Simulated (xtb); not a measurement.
Cl$_{2}$Sn, charge -1, doublet, at a GFN2-xTB geometry (such geometries of metal compounds can be far from the true shape) (a state made from the parent by changing its charge; the spin is typed, not shown lowest); GFN2-xTB with ALPB(thf) run with xtb.

The xtb input:
```
$ xtb mol.xyz --gfn 2 --chrg -1 --uhf 1 --alpb thf --json

# file mol.xyz
3

Sn     0.01076359    -0.01024665     0.63912643
Cl     1.23230621     1.55893049    -0.93616015
Cl    -1.26396382    -1.52879329    -0.94362347
```

What does xtb print? Leave out banner, timings and long lists.


```
   ID    Z sym.   atoms
    1   50 Sn     1
    2   17 Cl     2, 3

           -------------------------------------------------
          |                Calculation Setup                |
           -------------------------------------------------

           -------------------------------------------------
          |                 G F N 2 - x T B                 |
           -------------------------------------------------

      * Solvation model:               ALPB
        Solvent                        thf
        Parameter file                 internal GFN2-xTB/ALPB
        Dielectric constant                7.6000E+00
        Reference state                gsolv [1 M gas/solution]
        Free energy shift                  5.3248E-03 Eh       3.3414E+00 kcal/mol
        Temperature                        2.9815E+02 K
        Density                            8.8300E-01 kg/L
        Solvent mass                       7.2106E+01 g/mol
        Interaction kernel             P16
        Born radius scaling (c1)           1.7311E+00
        Born radii integrator          GBOBC
        Born offset                        0.0000E+00 a0       0.0000E+00 AA
        H-bond correction              true
        Ion screening                  false
        Surface tension                    1.0000E-05 Eh       1.5569E+01 dyn/cm
        Grid points                               230 per atom

          ...................................................
          :                      SETUP                      :
          :.................................................:
          :  # basis functions                  30          :
          :  # atomic orbitals                  27          :
          :  # shells                            9          :
          :  # electrons                        19          :
          :  max. iterations                   250          :
          :  Hamiltonian                  GFN2-xTB          :
          :  restarted?                      false          :
          :  GBSA solvation                   true          :
          :  PC potential                    false          :
          :  electronic temp.          300.0000000     K    :
          :  accuracy                    1.0000000          :
          :  -> integral cutoff          0.2500000E+02      :
          :  -> integral neglect         0.1000000E-07      :
          :  -> SCF convergence          0.1000000E-05 Eh   :
          :  -> wf. convergence          0.1000000E-03 e    :
          :  Broyden damping             0.4000000          :
          :  net charge                         -1          :
          :  unpaired electrons                  1          :
          ...................................................

 iter      E             dE          RMSdq      gap      omega  full diag
   1    -11.5658626 -0.115659E+02  0.169E+01    1.96       0.0  T
   2    -11.6041370 -0.382744E-01  0.375E+00    2.04       1.0  T
   3    -11.6067981 -0.266107E-02  0.303E+00    2.01       1.0  T
   4    -11.6069983 -0.200235E-03  0.136E+00    1.97       1.0  T
   5    -11.6072145 -0.216142E-03  0.642E-01    1.97       1.0  T
   6    -11.6073786 -0.164174E-03  0.135E-01    1.96       1.0  T
   7    -11.6073875 -0.890723E-05  0.571E-02    1.96       1.0  T
   8    -11.6073877 -0.153718E-06  0.875E-03    1.96       6.6  T
   9    -11.6073877 -0.200735E-07  0.526E-03    1.96      11.0  T
  10    -11.6073877 -0.964384E-08  0.162E-03    1.96      35.6  T
  11    -11.6073877 -0.124368E-08  0.313E-04    1.96     184.2  T
  12    -11.6073877 -0.146798E-10  0.844E-05    1.96     684.3  T

   *** convergence criteria satisfied after 12 iterations ***

         :::::::::::::::::::::::::::::::::::::::::::::::::::::
         ::                     SUMMARY                     ::
         :::::::::::::::::::::::::::::::::::::::::::::::::::::
         :: total energy             -11.606940453406 Eh    ::
         :: total w/o Gsasa/hb       -11.600139257198 Eh    ::
         :: gradient norm              0.004154691137 Eh/a0 ::
         :: HOMO-LUMO gap              1.958587862980 eV    ::
         ::.................................................::
         :: SCC energy               -11.607387638689 Eh    ::
         :: -> isotropic ES            0.127263868132 Eh    ::
         :: -> anisotropic ES         -0.003913118844 Eh    ::
         :: -> anisotropic XC         -0.001679666186 Eh    ::
         :: -> dispersion             -0.002670963293 Eh    ::
         :: -> Gsolv                  -0.076791333524 Eh    ::
         ::    -> Gelec               -0.069990137317 Eh    ::
         ::    -> Gsasa               -0.012126011652 Eh    ::
         ::    -> Ghb                  0.000000000000 Eh    ::
         ::    -> Gshift               0.005324815444 Eh    ::
         :: repulsion energy           0.000447185283 Eh    ::
         :: add. restraining           0.000000000000 Eh    ::
         :: total charge              -1.000000000000 e     ::
         :::::::::::::::::::::::::::::::::::::::::::::::::::::

           -------------------------------------------------
          |                Property Printout                |
           -------------------------------------------------

    * Orbital Energies and Occupations

         #    Occupation            Energy/Eh            Energy/eV
      -------------------------------------------------------------
         1        2.0000           -0.9935546             -27.0360
         2        2.0000           -0.9931805             -27.0258
         3        2.0000           -0.7040017             -19.1569
         4        2.0000           -0.3925118             -10.6808
         5        2.0000           -0.3774679             -10.2714
         6        2.0000           -0.3755091             -10.2181
         7        2.0000           -0.3719127             -10.1203
         8        2.0000           -0.3677297             -10.0064
         9        2.0000           -0.3668362              -9.9821
        10        1.0000           -0.2140836              -5.8255 (HOMO)
        11                         -0.1421068              -3.8669 (LUMO)
        12                         -0.1262990              -3.4368
        13                         -0.0196028              -0.5334
        14                          0.0017613               0.0479
        15                          0.0273282               0.7436
        16                          0.0999075               2.7186
        17                          0.1069908               2.9114
        18                          0.1074758               2.9246
        19                          0.1078646               2.9351
        20                          0.1082833               2.9465
        21                          0.1091879               2.9712
       ...                                ...                  ...
        27                          0.4980953              13.5539
      -------------------------------------------------------------
                  HL-Gap            0.0719768 Eh            1.9586 eV
             Fermi-level           -0.2342775 Eh           -6.3750 eV

     #   Z          covCN         q      C6AA      α(0)
     1  50 Sn       1.547     0.178   466.993    46.563
     2  17 Cl       0.773    -0.589   118.854    16.677
     3  17 Cl       0.773    -0.589   118.854    16.677

 Mol. C6AA /au·bohr⁶  :       1845.909405
 Mol. C8AA /au·bohr⁸  :     143831.094291
 Mol. α(0) /au        :         79.916155

Wiberg/Mayer (AO) data.
largest (>0.10) Wiberg bond orders for each atom

 ---------------------------------------------------------------------------
     #   Z sym  total        # sym  WBO       # sym  WBO       # sym  WBO
 ---------------------------------------------------------------------------
     1  50 Sn   1.454 --     2 Cl   0.727     3 Cl   0.727
     2  17 Cl   0.740 --     1 Sn   0.727
     3  17 Cl   0.740 --     1 Sn   0.727
 ---------------------------------------------------------------------------

Topologies differ in total number of bonds
Writing topology from bond orders to xtbtopo.mol

molecular dipole:
                 x           y           z       tot (Debye)
 q only:        0.039      -0.037       2.307
   full:        0.038      -0.036       2.271       5.774
molecular quadrupole (traceless):
                xx          xy          yy          xz          yz          zz
 q only:        0.188     -12.156      -5.021      -0.117       0.047       4.833
  q+dip:       -0.209     -14.027      -6.220      -0.113       0.033       6.429
   full:       -0.903     -13.165      -6.544      -0.070      -0.003       7.447

           -------------------------------------------------
          | TOTAL ENERGY              -11.606940453406 Eh   |
          | GRADIENT NORM               0.004154691137 Eh/α |
          | HOMO-LUMO GAP               1.958587862980 eV   |
           -------------------------------------------------

normal termination of xtb
```
